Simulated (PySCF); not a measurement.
Compound: AsH2Et, C2H7As.
Cartesian coordinates in Å at the PBE0-D3(BJ)/def2-SVP level; atoms count from 1:
```xyz
10
C2H7As angstrom
As     0.3470    1.6163    0.6258
H      1.7576    1.3943    0.0834
H      0.0318    2.6452   -0.4566
C     -0.4608    0.0738   -0.3247
C     -0.0640   -1.2497    0.3079
H     -0.1830    0.1070   -1.3880
H     -1.5515    0.2199   -0.2691
H     -0.5448   -2.0969   -0.2067
H      1.0246   -1.4121    0.2593
H     -0.3570   -1.2978    1.3688
```

Computed, not measured: TDDFT CAM-B3LYP/def2-SVPD, vertical, gas phase, core orbitals frozen in the response in PySCF. Relativistic effects, spin–orbit coupling among them, are left out although an element past zinc is present.

Broadening: Gaussians 0.3 eV wide at half height, area fixed by f = 4.319×10⁻⁹ ∫ε dν̃. The cross-section is σ = 3.8235×10⁻²¹ ε cm², given in Mb (10⁻¹⁸ cm²). The width is an assumption, not a result. The curve ends short of the highest state used, and states not computed would add to its high-energy end.

```tsv
λ (nm)	σ (Mb)
148.3	1.73
151.1	3.55
153.9	7.09
156.8	9.48
159.6	5.33
162.4	1.07
165.3	0.08
168.1	0.20
170.9	2.92
173.8	17.94
176.6	45.44
179.4	60.02
182.3	48.86
185.1	27.54
188.0	10.58
190.8	6.40
193.6	12.94
196.5	22.42
199.3	23.26
202.1	15.18
205.0	6.22
207.8	1.76
210.6	0.35
213.5	0.05
```

Problem. Locate the maxima and give the states behind the curve.

Solution. 198 nm (6.26 eV), ε about 6400, made up of S1 (100%); 179 nm (6.91 eV), ε about 16000, made up of S2 (27%) and S3 (73%); 157 nm (7.92 eV), ε about 2500, made up of S4 (87%) and S5 (13%) (ε in L mol⁻¹ cm⁻¹; maxima over ε = 5, shares over 10%). The states used: S1 6.26 eV (f 0.071); S2 6.78 eV (f 0.077); S3 6.95 eV (f 0.136); S4 7.89 eV (f 0.025); S5 8.10 eV (f 0.010); S6 8.32 eV (f 0.0020); S7 8.40 eV (f 0.0014); S8 8.67 eV (f 0.0088); S9 8.87 eV (f 0.090); S10 8.96 eV (f 0.072).

Problem. Coming from long wavelengths, where does ε first pass 100 L mol⁻¹ cm⁻¹?

Solution. At about 210 nm (5.89 eV), 0.37 eV below S1.

Problem. What would ε be at 6.91 eV, the highest of these maxima, with half the width (0.15 eV)?

Solution. About 21100 L mol⁻¹ cm⁻¹ against 15700, a factor of about 1.3; a lone state at its own centre would give exactly 2.

Problem. On this curve, what absorbance would a 10⁻⁵ mol/L sample give at 193 nm over a 1 cm path?

Solution. 193 nm is 6.424 eV, where ε is about 2900 L mol⁻¹ cm⁻¹, so A = ε c l ≈ 0.029 (Beer–Lambert, with the gas-phase spectrum and the assumed width).

One conformer stands for the species.
